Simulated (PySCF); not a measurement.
Isomers of C5H4F3N3.

All values: PBE0/pcSseg-1 (PySCF) at GFN2-xTB geometries, gas phase, one conformer each.

Task: Rank by HOMO energy, lowest first.
A. `[CH2:1]=[CH:2][n:3]1[n:4][cH:5][c:6]([C:7]([F:8])([F:9])[F:10])[n:11]1` with C1–C2–N3–N4 180°
B. `CC1=NN=CC(C(F)(F)F)=N1`
C. `CC1=C(C(F)(F)F)C=NN=N1`

Result: A (-7.70 eV), C (-7.52 eV), B (-7.28 eV).

All values together:

```json
{"SMILES": "Cc1nnncc1C(F)(F)F", "μ (D)": "3.02", "HOMO (eV)": "-7.52", "LUMO (eV)": "-2.56", "lowest IAO charge (e)": "-0.448 (C)", "highest IAO charge (e)": "+0.805 (C)", "lowest Hirshfeld charge (e)": "-0.120 (C)", "highest Hirshfeld charge (e)": "+0.267 (C)"}
{"SMILES": "Cc1nncc(C(F)(F)F)n1", "μ (D)": "0.89", "HOMO (eV)": "-7.28", "LUMO (eV)": "-2.65", "lowest IAO charge (e)": "-0.441 (C)", "highest IAO charge (e)": "+0.805 (C)", "lowest Hirshfeld charge (e)": "-0.138 (N)", "highest Hirshfeld charge (e)": "+0.259 (C)"}
{"SMILES": "Cc1cnc(C(F)(F)F)nn1", "μ (D)": "5.18", "HOMO (eV)": "-7.38", "LUMO (eV)": "-2.52", "lowest IAO charge (e)": "-0.440 (C)", "highest IAO charge (e)": "+0.806 (C)", "lowest Hirshfeld charge (e)": "-0.139 (N)", "highest Hirshfeld charge (e)": "+0.253 (C)"}
{"SMILES": "C=Cn1ncc(C(F)(F)F)n1", "μ (D)": "2.62", "HOMO (eV)": "-7.70", "LUMO (eV)": "-1.74", "lowest IAO charge (e)": "-0.312 (C)", "highest IAO charge (e)": "+0.809 (C)", "lowest Hirshfeld charge (e)": "-0.119 (N)", "highest Hirshfeld charge (e)": "+0.259 (C)"}
```

Conformers: `[CH2:1]=[CH:2][n:3]1[n:4][cH:5][c:6]([C:7]([F:8])([F:9])[F:10])[n:11]1` with C1–C2–N3–N4 180°.
